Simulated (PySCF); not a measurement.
A structure optimised at PBE-D3(BJ)/def2-SVP, used in a PySCF frequency run:

```xyz
12

N      2.2983    -1.3190     0.8022
C      1.7270    -0.2969     0.8697
C      0.9732     0.9443     0.9026
Si    -0.2992     1.0501    -0.5468
Si    -1.6853    -0.8501    -0.5378
H      1.6623     1.8132     0.8428
H      0.4227     1.0252     1.8639
H     -1.0919     2.3140    -0.3415
H      0.4646     1.1599    -1.8378
H     -2.3346    -0.9818     0.8144
H     -2.7581    -0.7007    -1.5825
H     -0.8721    -2.0810    -0.8229
```
Charge 0, spin multiplicity 1.

Write its SMILES and formula.

N#CC[SiH2][SiH3], C2H7NSi2

What are its rotational constants (standard atomic weights)?

4.1675, 1.8255, 1.3820 GHz
